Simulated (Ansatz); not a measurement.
Input for Ansatz (a quantum-chemistry and plane-wave program): R-PBE0/def2-TZVPPD on HF (SMILES F) with ghost functions, monomers drawn apart or pushed together. Files ending in .json are basis or fitting sets from the Basis Set Exchange.

Ansatz 0.2 input:
```yaml
crystal:
  periodic: [false, false, false]
  atoms:
    - {symbol: F, position_ang: [-1.65333301, -2.18663127, 3.70264003]}
    - {symbol: H, position_ang: [-1.31366665, -1.60882052, 3.04485324]}
basis:
  gaussian:
    orbitals: def2-TZVPPD.json
    ghost_atoms:
      - {symbol: B, position_ang: [0.90642385, -0.12577282, 0.06132810]}
      - {symbol: N, position_ang: [-0.14340758, 0.57942984, 0.66532152]}
      - {symbol: H, position_ang: [0.66259924, -0.82367319, -0.87058744]}
      - {symbol: H, position_ang: [1.99912322, -0.02550304, 0.52060940]}
      - {symbol: H, position_ang: [0.01237531, 1.27651616, 1.37837995]}
      - {symbol: H, position_ang: [-1.06485966, 0.63323826, 0.25705540]}
hamiltonian:
  xc: {name: PBE0}
scf: {lower_state_search: off}
```

Program output:

```
WARN ansatz: RAYON_NUM_THREADS=1 ignored (pool sized by the plan → 1); use --threads N
Functional definition: PBE0
these checks for a lower state are left out or cut short: stability, starts, cluster_reference, orbital_swaps, neighbouring_geometries, increment
integrals: 0.06 GiB planned
782 factors; their error is unknown
mean field: 0.69 GiB planned
mean field evaluation 1: about -2730.5141 eV, gradient 3.1e1 eV
mean field evaluation 2: about -2728.6936 eV, gradient 4.9e1 eV
mean field evaluation 4: about -2731.9005 eV, gradient 1.5e-1 eV
mean field evaluation 8: about -2731.9096 eV, gradient 8.7e-3 eV
mean field -2731.90960117 eV, -100.3958260882 hartree, gradient 6.8e-6 eV, S^2 0.000000; 0 other end points of the search recorded, 0 dependent functions left out
reference -2731.90962841 eV, -100.3958270891 hartree; 5, 5 occupied and 194, 194 virtual orbitals, 782 factors
Total energy: -2731.90962841 eV, -100.3958270891 hartree
Checks for a lower state left out: stability, starts, cluster_reference, orbital_swaps, neighbouring_geometries, increment
```

The run converged.

Cost: about 1.6 core-seconds (a rough figure).
